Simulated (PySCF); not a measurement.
A thermochemical cycle for GeH

MP2 in PySCF with def2-TZVPPD on every atom, for the lowest determinant that a PBE0 search found; no spin–orbit coupling. GeH, a doublet (π ↑), has De = 2.74 eV to neutral atoms, and GeH⁺, a singlet (closed shell), has De = 2.97 eV to Ge⁺ + H.

At the same level the Ge atom ionises at 7.87 eV.

Task: What is the adiabatic ionisation energy of the molecule, and does ionisation strengthen or weaken the bond?

Result: IE = IE(Ge) + De(neutral) − De(ion) = 7.87 + 2.74 − 2.97 = 7.64 eV. De changes by +0.23 eV, so ionisation strengthens the bond.

Correlated steps freeze 9 core orbitals. For an ion De counts to the pair picked by the measured ionisation energies or electron affinities, which need not be the lowest pair at this level. Where the molecule has an RHF reference, its open-shell atoms are computed with UHF. States were picked by a PBE0 search and need not be the measured ground states.
